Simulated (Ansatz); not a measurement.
Frontier orbitals of Cl$_{2}$H$_{6}$InNSi$_{2}$, SMILES `[SiH3][N]([SiH3])[In]([Cl])[Cl]`.

```xyz
12

Si    0.047   -0.485    1.662
N    -0.014   -0.001   -0.006
Si    1.392    0.712   -0.739
In   -1.695   -0.268   -1.083
Cl   -3.650   -0.970   -0.094
Cl   -1.704    0.128   -3.351
H    -1.020   -1.485    1.918
H    -0.145    0.670    2.580
H     1.378   -1.087    1.947
H     2.100    1.530    0.283
H     2.336   -0.320   -1.246
H     0.975    1.576   -1.873
```

The species carries charge 0 and has multiplicity 1. Correlated methods include outer-core shells of In, which these sets cover unevenly. In takes the def2 core potential. The structure was optimised at the PBE0-D4/def2-TZVP level. It is one conformer, not always the lowest. Basis def2-TZVPP, Ansatz 0.2.0.

```tsv
functional	HOMO (eV)	LUMO (eV)	gap (eV)
PBE	-6.72	-3.32	3.40
revPBE	-6.67	-3.19	3.48
BLYP	-6.60	-3.24	3.36
PBE0	-8.00	-2.44	5.56
B3LYP	-7.78	-2.72	5.06
r2SCANh	-7.50	-2.81	4.69
CAM-B3LYP	-9.34	-1.45	7.89
ωB97M-V	-10.24	-0.52	9.72
```

From PBE to PBE0 the HOMO moves by −1.28 eV and the LUMO by +0.88 eV, and with ωB97M-V by −3.52 and +2.79 eV, so the gap grows from 3.40 to 9.72 eV with exact exchange.

B3LYP here is the variant with VWN-RPA as its local correlation; programs differ in this.
